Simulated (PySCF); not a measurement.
H2O4W, charge +1, doublet, geometry from GFN2-xTB (such geometries of metal compounds can be far from the true shape) (the multiplicity is a formal guess) (core potentials on W). Base run: PBE0/def2-SV(P) (PySCF).

Here is a job for PySCF.
```python
from pyscf import gto, scf, dft

mol = gto.Mole()
mol.atom = '''
    W     0.02692028    0.00009968    0.00389388
    O     1.17941010    0.80068173   -1.00729872
    O     0.85142088   -0.79316211    1.30104822
    O    -0.83716365   -1.25043324   -0.98233759
    H    -1.21037966   -1.96927897   -1.53170850
    O    -1.09025195    1.24329653    0.70354659
    H    -1.60904386    1.95883939    1.12389304
'''
mol.basis = 'def2-sv(p)'
mol.ecp = {'W': 'def2-sv(p)'}
mol.charge = 1
mol.spin = 1
mol.verbose = 4
mol.build()

mf = dft.UKS(mol)
mf.xc = 'pbe0'
mf.kernel()
mo_i, mo_e, stable_i, stable_e = mf.stability(internal=True, external=False, return_status=True, nroots=6, tol=1e-6)
print('internally stable:', stable_i, ' externally stable:', stable_e)
if not stable_i:
    umf = mf.copy()
    umf.scf_summary = {}
    umf.kernel(umf.make_rdm1(mo_i, mf.mo_occ))
```

The bond that is stretched is that between atoms 7 and 6. A test that says stable can miss a lower solution.

The base run was repeated with changes; each row names its change, and settings that it needs were set with it.

| change | ΔE vs base (eV) | <S^2> | stability test says | outcome |
|---|---|---|---|---|
| base | 0.00 | 0.811 | internally stable (external not tested) | converged |
| bond × 1.25 | 0.89 | 0.810 | internally stable (external not tested) | converged |
| bond × 1.5 | 2.29 | 0.810 | internally stable (external not tested) | converged |
| bond × 1.8 | 3.77 | 0.822 | internally stable (external not tested) | converged |
| bond × 2.2 | - | - | - | not converged |
| bond × 3.0 | - | - | - | not converged |

On stretching, the SCF can end on different states; <S^2> shows the spin contamination of each.
